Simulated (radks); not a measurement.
Isoelectronic series with 49 electrons, all held in the configuration [Kr] 4d10 5s2 5p1, which need not be the ground one along the series. All-electron calculation, scalar-relativistic Kohn-Sham, PBEsol, spin-polarised, spherical densities, point nucleus; open shells are filled with parallel spins first (spin-orbit coupling, left out, can overturn this in heavy ions). Program: a radial shooting solver on a logarithmic mesh with Libxc functionals. Total energies (hartree) and mean radii <r> (bohr) (* marks an orbital that is empty in some or all of the ions):

ion    E (hartree)  5p down*  5p up  5s down  5s up  4d down
In     -5878.96568     3.695  3.662    2.588  2.615    1.181
Sb2+   -6477.74250     2.487  2.481    2.078  2.088    1.024
I4+    -7109.76579     2.027  2.025    1.779  1.784   0.9112
Cs6+    -7775.2710     1.747  1.746    1.571  1.575   0.8250
La8+    -8474.5817     1.548  1.548    1.414  1.417   0.7558
Pr10+   -9208.0776     1.397  1.398    1.290  1.292   0.6986
Pm12+   -9976.1841     1.277  1.277    1.188  1.190   0.6501
Eu14+  -10779.3684     1.178  1.178    1.102  1.104   0.6085
Tb16+  -11618.1388     1.095  1.095    1.029  1.030   0.5722
